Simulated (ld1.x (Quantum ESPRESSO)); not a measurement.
# Varying the TM potential for Mo (Z = 42)

Base potential:

molybdenum (Mo), norm-conserving Troullier–Martins (Kleinman–Bylander form), made with ld1.x (Quantum ESPRESSO) 7.5 (PBEsol, scalar-relativistic). Core [Kr], reference 4d5 5s1 5p0. Waves: 5s (bound): rc 2.90 bohr; 4d (bound): rc 2.50 bohr; 4f channel at 0.05 Ry: rc 3.10 bohr; 5p (bound, empty): rc 2.75 bohr. Local part: the p channel. Core correction: none.

All-electron outer shells of the reference configuration (PBEsol, scalar-relativistic, ld1.x):

```
shell  level (eV)  outermost node (bohr)  outermost maximum (bohr)
   4s      -64.30                   0.51                      0.99
   4p      -38.46                   0.52                      1.06
   5s       -4.12                   1.34                      2.93
   4d       -3.77                   0.53                      1.38
   5p       -1.01                   1.54                      4.05
```

Cutoffs, loose and tight: the cutoffs (Ry, on a coarse ladder) from which the occupation-weighted sum of valence levels, in a spherical-Bessel basis at the reference potential, stays within 10 and 1 mRy of its value at 400 Ry. They do not see the model core or the augmentation charge, which bear on the density cutoff. Test errors are all-electron minus pseudo excitation energies from the reference, over the configurations 4d5 5s0 5p0; 4d4 5s0 5p0; 4d3 5s0 5p0; 4d4 5s2 5p0; 4d5.5 5s0.5 5p0; 4d2 5s0 5p0; 4d4 5s1 5p0. A dash means not determined; rows that change the core or the reference have their own tests.

A true bound ghost makes a file unfit for plane-wave use even where its test errors are small: the radial tests pick states by their node count and pass the ghost by.

| change | outcome | cutoff, loose | cutoff, tight | bound ghosts | largest test error (meV) |
| --- | --- | --- | --- | --- | --- |
| base | generated | 30 Ry | 35 Ry | s | -666 |
| wave 4d (bound): rc 2.50 bohr becomes 4d (bound): rc 1.78 bohr | generated | 40 Ry | 50 Ry | s | -887 |
| wave 4d (bound): rc 2.50 bohr becomes 4d (bound): rc 2.20 bohr | generated | 35 Ry | 40 Ry | s | -811 |
| wave 4d (bound): rc 2.50 bohr becomes 4d (bound): rc 2.44 bohr | generated | 35 Ry | 40 Ry | s | -705 |

What comes out with this change to the base: wave 4d (bound): rc 2.50 bohr becomes 4d (bound): rc 2.94 bohr?

outcome: generated; cutoff, loose: 25 Ry; cutoff, tight: 30 Ry; bound ghosts: s; largest test error (meV): -281.

What comes out with this change to the base: wave 4d (bound): rc 2.50 bohr becomes 4d (bound): rc 3.32 bohr?

outcome: generated; cutoff, loose: 21 Ry; cutoff, tight: 25 Ry; bound ghosts: s; largest test error (meV): +441.

What comes out with this change to the base: wave 4d (bound): rc 2.50 bohr becomes 4d (bound): rc 3.60 bohr?

outcome: generated; cutoff, loose: 18 Ry; cutoff, tight: 25 Ry; bound ghosts: s; largest test error (meV): +987.

Reading the sweep of the d radius (base included, trends over the rows without a ghost): Bound ghosts are found at 1.78, 2.2, 2.44, 2.5, 2.94, 3.32, 3.6 bohr. Every judged row has one, so this setting neither creates nor removes them.
